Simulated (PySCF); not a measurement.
2-bromothiophene, C4H3BrS.
Numbering: `[Br:1][c:2]1[cH:3][cH:4][cH:5][s:6]1` (hydrogens: H7 on C3; H8 on C4; H9 on C5)

Method: PBE0-D3(BJ)/def2-TZVP geometry optimisation, gas phase (PySCF 2.14.0); density fitting, grid level 2; the optimiser is geomeTRIC in internal coordinates, started from a GFN2-xTB structure with every atom displaced at random (about 0.01 Å).

Step 3: E = -85063.2792 eV
```
atom  x, y, z in Å  |  force x, y, z in eV/Å
Br1     2.9858   -0.1388   -0.8760   -0.038   0.115   0.030
C2      1.1763    0.0504   -0.4490   -0.029  -0.588  -0.243
C3      0.5867   -0.2362    0.7496   -0.310   0.398  -0.643
C4     -0.8205   -0.0850    0.6344   -0.321   0.177   0.676
C5     -1.2720    0.3035   -0.5911    0.287  -0.563  -0.044
S6      0.0300    0.3717   -1.6950    0.288   0.427   0.129
H7      1.1202   -0.5148    1.6467   -0.011   0.006  -0.022
H8     -1.4855   -0.2263    1.4754   -0.055  -0.010   0.047
H9     -2.2943    0.4467   -0.9209    0.189   0.038   0.069
```

Step 4: E = -85063.3357 eV
```
atom  x, y, z in Å  |  force x, y, z in eV/Å
Br1     2.9878   -0.1335   -0.8680    0.049   0.051   0.014
C2      1.1765    0.0119   -0.4638   -0.094  -0.105  -0.212
C3      0.5746   -0.2336    0.7285   -0.056   0.026   0.268
C4     -0.8324   -0.0767    0.6525   -0.029   0.045   0.125
C5     -1.2667    0.2790   -0.5884    0.218  -0.145  -0.001
S6      0.0416    0.4104   -1.6796   -0.034   0.101  -0.193
H7      1.1187   -0.5061    1.6219   -0.018  -0.019   0.007
H8     -1.4950   -0.2135    1.4963   -0.003  -0.025   0.010
H9     -2.2786    0.4332   -0.9254   -0.033   0.072  -0.018
```

Problem. Estimate the geometry and energy of step 5. (The exact step hangs on the optimiser's Hessian estimate; all steps are aligned on step 4, rigid shifts and turns removed.)

Solution. E = -85063.3396 eV, largest force 0.173 eV/Å
```
atom  x, y, z in Å  |  force x, y, z in eV/Å
Br1     2.9832   -0.1110   -0.8494    0.068   0.010  -0.057
C2      1.1609   -0.0093   -0.4784    0.154  -0.031   0.071
C3      0.5743   -0.2403    0.7299   -0.056   0.044  -0.086
C4     -0.8308   -0.0764    0.6578   -0.014   0.013  -0.016
C5     -1.2573    0.2695   -0.5895   -0.151   0.010   0.000
S6      0.0344    0.4048   -1.6971    0.032  -0.048   0.123
H7      1.1248   -0.5081    1.6209    0.000  -0.005  -0.025
H8     -1.4951   -0.2081    1.5014   -0.010  -0.004  -0.018
H9     -2.2677    0.4499   -0.9217   -0.023   0.012   0.008
```

The energy changes by -0.0039 eV. The first-order estimate −F·Δx gives -0.0160 eV and the mean of the old and new forces, exact on a quadratic surface, -0.0039 eV. The step makes an angle of 57° with the force vector and moves no atom by more than 0.030 Å.

The cost below is that of the whole optimisation. The run took 3.2 min of wall time on one thread, Arm Neoverse V1 (aarch64) (shared host), and the process peaked at 1.1 GiB of memory.
